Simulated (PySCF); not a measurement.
Computed shifts of a molecule C6H6, PySCF with KT2/pcSseg-1, GIAO, gas phase, atoms alike by connectivity averaged where their shifts nearly agree, in ppm (number of nuclei): ¹³C: 143.8 (1), 135.2 (1), 120.5 (1), 108.7 (1), 88.9 (1), 80.8 (1). ¹H: 7.29 (1), 6.43 (1), 5.68 (2), 5.66 (1), 3.95 (1). References: ¹³C against TMS (σ = 185.1 ppm); ¹H against TMS (σ = 31.47 ppm), references at their B3LYP-D3(BJ)/def2-TZVP geometries, non-relativistic. The structure is a stationary point at B3LYP-D3(BJ)/def2-SVP. Other conformers were not sampled.

Question: Identify the compound among the candidates.
(A) C#CC=C=CC
(B) C#CC1=CCC1
(C) C#C[C@H]1C=CC1
(D) C#C/C=C\C=C

Answer: D, C#C/C=C\C=C
